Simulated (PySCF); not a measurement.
Atoms are numbered as in `[NH2:1][Si@@H:2]([SiH3:3])[c:4]1[cH:5][cH:6][cH:7][cH:8][cH:9]1`. Hydrogens are named by the atom that carries them.

- geometry from PBE0-D3(BJ)/def2-SVP
- NMR shieldings at PBE0/pcSseg-1/GIAO
- code: PySCF 2.14
- rapidly exchanging positions averaged, relativity neglected, gas phase, single conformer

Predict the 2D correlation tables (HSQC, COSY, HMBC).

## Answers



HSQC (one-bond C–H):
```csv
δH,δC
7.95 (H(C5)/H(C9)),140.4 (C5/C9)
7.49 (H(C6)/H(C8)),133.5 (C6/C8)
7.49 (H(C7)),135.9 (C7)
```

COSY cross peaks (H two or three bonds apart, from the bond graph; peaks can be absent where the dihedral angle is near 90°):
```csv
δH,δH
7.95 (H(C5)/H(C9)),7.49 (H(C6)/H(C8))
7.49 (H(C6)/H(C8)),7.49 (H(C7))
5.62 (H(Si2)),3.40 (H(Si3))
```

HMBC (two and three bonds, from the bond graph):
```csv
δH,δC
7.95 (H(C5)/H(C9)),"140.4 (C5/C9), 139.8 (C4), 135.9 (C7), 133.5 (C6/C8)"
7.49 (H(C6)/H(C8)),"140.4 (C5/C9), 139.8 (C4), 135.9 (C7), 133.5 (C6/C8)"
7.49 (H(C7)),"140.4 (C5/C9), 133.5 (C6/C8)"
5.62 (H(Si2)),"140.4 (C5/C9), 139.8 (C4)"
3.40 (H(Si3)),139.8 (C4)
```

Chemical shifts δ = σref − σ; ¹H (σref 31.27) and ¹³C (σref 184.41) against TMS, all at this level.

Short H···H contacts in this conformer between protons four or more bonds apart (candidates for NOE cross peaks, intensity ∝ r⁻⁶): H(Si2)···H(C9) 2.72 Å.

OH and NH positions are those of a molecule without intermolecular hydrogen bonds; in solution they move with solvent, concentration and temperature, and exchange usually removes their couplings. Shifts are as computed. Against solution values, carbons near 30 ppm lie about +2 ppm off and those near 130 ppm about +5 ppm. Of 1211 compounds with measured shifts, 218 miss one by over three times the rms of a fit or turn the order of signals round; such compounds aren't used in these exercises.
